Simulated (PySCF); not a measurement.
C6H5F2N.
Numbering: `[F:1][CH:2]([F:3])[c:4]1[cH:5][cH:6][cH:7][cH:8][n:9]1`

Cartesian coordinates in Å at the PBE0-D3(BJ)/def2-SVP level; atoms count from 1:
```
atom  x, y, z in Å
F1     2.673   -1.190    0.143
C2     2.196    0.076    0.145
F3     2.518    0.618    1.342
C4     0.701    0.072   -0.038
C5    -0.096   -0.804    0.702
C6    -1.474   -0.741    0.527
C7    -1.991    0.186   -0.377
C8    -1.102    1.008   -1.068
N9     0.217    0.955   -0.904
H10    2.683    0.655   -0.656
H11    0.364   -1.516    1.390
H12   -2.137   -1.406    1.085
H13   -3.066    0.270   -0.547
H14   -1.475    1.743   -1.789
```

Definitions: NICS(0) = −σiso at the ring centroid; NICS(1) = −σiso and NICS(1)zz = −σzz at ±1 Å along the ring normal z. Level: GIAO PBE0/pcSseg-1 (PySCF, non-relativistic, gas phase) on the PBE0-D3(BJ)/def2-SVP geometry, one conformer.

Ring bond lengths (Å), with Mayer bond orders in brackets: C4–C5 1.397 (1.29), C5–C6 1.390 (1.44), C6–C7 1.394 (1.41), C7–C8 1.394 (1.40), C8–N9 1.331 (1.47), N9–C4 1.329 (1.48).

Question: What do the NICS probes read (ppm)?

Answer: 
| ring | type | NICS(0) | NICS(1), two faces | NICS(1)zz, two faces | rms pucker (Å) | centre to ring atoms, mean (Å) |
| --- | --- | --- | --- | --- | --- | --- |
| C4–C5–C6–C7–C8–N9 | 6-membered ring with N; formal bonds all aromatic | -7.6 | -11.5 / -11.4 | -28.7 / -28.5 | 0.00 | 1.37 |

Question: What can be read from them?

Answer: 
- C4–C5–C6–C7–C8–N9: mean NICS(1)zz -28.6 ppm, shielded. For a flat ring without four-coordinate atoms the NICS criterion counts such a value as aromatic.

Question: What does the geometric index give? HOMA = 1 − mean of α(R − Ropt)² over the ring bonds, with Krygowski's 1993 parameters (CC: Ropt 1.388 Å, α 257.7 Å⁻²; CN: Ropt 1.334 Å, α 93.52 Å⁻²).

Answer: 
- C4–C5–C6–C7–C8–N9: HOMA 0.99; the largest term is that of C4–C5, α(R − Ropt)² = 0.02. The geometric and the magnetic index point the same way.

Question: What field does 7.05 T along the ring normal induce along that normal at the second NICS(1) probe listed for ring C4–C5–C6–C7–C8–N9, 1 Å off the ring?

Answer: NICSzz × B0 = -28.5 ppm × 7.05 T = -201 μT, against the applied field.

Question: Give the inner angles of the rings and the Hirshfeld charges of the ring atoms.

Answer: 
- C4–C5–C6–C7–C8–N9: C4 123.7° (+0.037 e), C5 118.1° (-0.048 e), C6 118.7° (-0.024 e), C7 118.5° (-0.045 e), C8 123.2° (+0.021 e), N9 117.9° (-0.153 e); sum 720.0° against 720° for a flat convex ring.

Question: How do the values depend on the level or the medium?

Answer: 
| level | NICS(0), C4–C5–C6–C7–C8–N9 | mean NICS(1)zz, C4–C5–C6–C7–C8–N9 |
| --- | --- | --- |
| PBE0/pcSseg-1, gas | -7.6 | -28.6 |
| WP04/pcSseg-1, gas | -8.0 | -27.8 |

The geometry is the same throughout.

On one thread of an Arm Neoverse V1 (shared host), this took 21 s. This is the whole shielding run at PBE0/pcSseg-1, SCF included.
